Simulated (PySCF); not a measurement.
Species: trans-Ti(NH3)2Cl4 (singlet state).
Cartesian coordinates in Å at the PBE0-D3(BJ)/def2-SVP level; atoms count from 1:
```
atom  x, y, z in Å
Ti1    0.004    0.004    0.002
N2    -0.029   -0.016    2.178
H3    -0.473    0.834    2.528
H4     0.923   -0.073    2.539
H5    -0.562   -0.823    2.501
N6     0.044    0.004   -2.174
H7     0.579    0.799   -2.523
H8    -0.913    0.073   -2.521
H9     0.455   -0.865   -2.515
Cl10   2.271   -0.109    0.110
Cl11  -2.263    0.114    0.116
Cl12   0.107    2.270   -0.100
Cl13  -0.111   -2.264   -0.118
```

Level of theory: PBE0-D3(BJ)/def2-SVP geometry optimisation, gas phase in PySCF.

Question: Which atoms are bound to Ti1, and at what distances?

Answer: 6 atoms: N2 2.176 Å, N6 2.176 Å, Cl12 2.270 Å, Cl10 2.272 Å, Cl11 2.273 Å, Cl13 2.274 Å. The nearest atom not counted as bound is H8, at 2.68 Å (others tie with it).

Question: List the angles at Ti1.

Answer: 
| angle | degrees | distance of the outer atoms (Å) |
| --- | --- | --- |
| N2–Ti1–N6 | 179.4 | 4.35 |
| Cl12–Ti1–Cl13 | 174.4 | 4.54 |
| Cl10–Ti1–Cl11 | 174.4 | 4.54 |
| N6–Ti1–Cl11 | 93.9 | 3.25 |
| N2–Ti1–Cl12 | 93.1 | 3.23 |
| N2–Ti1–Cl13 | 92.4 | 3.21 |
| N6–Ti1–Cl10 | 91.7 | 3.19 |
| Cl10–Ti1–Cl12 | 90.4 | 3.22 |
| Cl10–Ti1–Cl13 | 90.2 | 3.22 |
| Cl11–Ti1–Cl13 | 90.0 | 3.22 |
| Cl11–Ti1–Cl12 | 90.0 | 3.21 |
| N2–Ti1–Cl10 | 88.1 | 3.09 |
| N6–Ti1–Cl12 | 87.4 | 3.07 |
| N6–Ti1–Cl13 | 87.0 | 3.07 |
| N2–Ti1–Cl11 | 86.3 | 3.04 |

Question: What is the shape at Ti1?

Answer: Octahedral: the three widest angles are 179.4°, 174.4° and 174.4°, the others run from 86.3° to 93.9°.

Question: What are the other bond lengths?

Answer: N2–H3 and 5 like bonds 1.020 Å.

Point group: near C2h, missed by 0.23 Å at most; the miss may be what the optimiser left on a soft mode (Cs holds within 0.08 Å). Charge 0, singlet. Whether it is a minimum is left open (no frequencies).

Time: 3.7 min wall; peak memory 0.73 GiB. Hardware: Arm Neoverse V1, one thread, on a shared host. That covers the optimisation of the geometry.
